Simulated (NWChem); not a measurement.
System meant: Ga, doublet

Input file for NWChem:

```
start job
memory heap 200 mb stack 900 mb global 1100 mb
geometry units angstroms noautoz
  Ga     0.000000     0.000000     0.000000
end
basis spherical
  * library def2-svp
end
dft
  odft
  mult 2
  xc pbe0
  iterations 4
  mulliken
end
task dft energy
```

End of the output:

```
    Atom       Charge   Shell Charges
 -----------   ------   -------------------------------------------------------
    1 Ga  31    31.00   2.00  2.00  1.98  1.27  0.74  5.99  5.82  0.57  0.62  7.77  2.03  0.20

     ------------------------------------------
      Spin Density - Lowdin Population Analysis
     ------------------------------------------

    Atom       Charge   Shell Charges
 -----------   ------   -------------------------------------------------------
    1 Ga  31     1.00  -0.00 -0.00 -0.00 -0.01  0.01  0.00  0.02  0.36  0.62 -0.01  0.01  0.00

   alpha - beta orbital overlaps
   -----------------------------

   alpha      1      2      3      4      5      6      7      8      9     10
    beta      1      2      3      4      5      6      7      8      9     10
 overlap   1.000  1.000  0.889  0.889  1.000  1.000  1.000  1.000  1.000  0.999

   alpha     11     12     13     14     15     16     17     18     19     20
    beta     11     12     13     14     15     18     16     17     19     22
 overlap   0.999  1.000  1.000  1.000  0.998  0.999  0.790  0.790  1.000  0.999

   alpha     21     22     23     24     25     26     27     28     29     30
    beta     20     21     25     26     27     24     23     29     28     30
 overlap   0.844  0.844  0.996  0.996  0.998  0.736  0.736  0.733  0.733  0.999

   alpha     31     32
    beta     31     32
 overlap   0.999  1.000

     --------------------------
     Expectation value of S2:
     --------------------------
      <S2> =      0.7530 (Exact =     0.7500)

 ------------------------------------------------------------------------
 dft energy failed                                                                                  0
 ------------------------------------------------------------------------
 ------------------------------------------------------------------------
  current input line :
    16: task dft energy
 ------------------------------------------------------------------------
 ------------------------------------------------------------------------
 This type of error is most commonly associated with calculations not reaching convergence criteria
 ------------------------------------------------------------------------
 For more information see the NWChem manual at https://nwchemgit.github.io

0:dft energy failed:Received an Error in Communication
```

Task: Find the fault in this run and fix the input.

Result: Convergence was not reached. Cause: the SCF was allowed too few iterations. This input runs:
```
start job
memory heap 200 mb stack 900 mb global 1100 mb
geometry units angstroms noautoz
  Ga     0.000000     0.000000     0.000000
end
basis spherical
  Ga library def2-svp
end
dft
  odft
  mult 2
  xc pbe0
  iterations 150
  mulliken
end
task dft energy
```
It converges to -1924.30552 Ha (PBE0/def2-SVP, spin-unrestricted).
